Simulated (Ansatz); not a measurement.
C2H4InNO (`C[O][InH][C]#N`) at its PBE0-D4/def2-TZVP geometry, where that method's forces vanish. Total charge 0; spin multiplicity 1. In takes the def2 core potential.

| atom | x (Å) | y (Å) | z (Å) |
| --- | --- | --- | --- |
| C1 | 0.471 | 0.472 | -1.380 |
| O2 | 1.240 | 0.145 | -0.249 |
| In3 | 0.478 | -0.449 | 1.458 |
| C4 | -1.638 | -0.503 | 1.291 |
| N5 | -2.788 | -0.531 | 1.196 |
| H6 | -0.611 | 0.369 | -1.221 |
| H7 | 0.669 | 1.509 | -1.674 |
| H8 | 0.750 | -0.177 | -2.217 |
| H9 | 1.429 | -0.834 | 2.795 |

(1) For each bond, give half the difference of the two atoms' forces along it (eV/Å; positive pushes the atoms apart) under PBE-D4, r2SCAN-D4, B3LYP-D4, ωB97M-V in def2-TZVPP. (Best estimate.)

Answers

(1) Ansatz gave: 
```
  bond  length (Å)  PBE-D4  r2SCAN-D4  B3LYP-D4  ωB97M-V
 C1–O2       1.406    0.27       0.28      0.28     0.32
 C1–H6       1.098    0.03      -0.07     -0.10    -0.09
 C1–H7       1.096    0.09      -0.06     -0.10    -0.12
 C1–H8       1.096    0.09      -0.06     -0.10    -0.12
O2–In3       1.962    0.33       0.07      0.16    -0.08
In3–C4       2.124   -0.72      -0.24      0.10     0.16
In3–H9       1.685   -0.07      -0.10     -0.11    -0.10
 C4–N5       1.154    1.44       0.52     -0.02    -0.24
```

B3LYP here is the variant with VWN-RPA as its local correlation; programs differ in this.
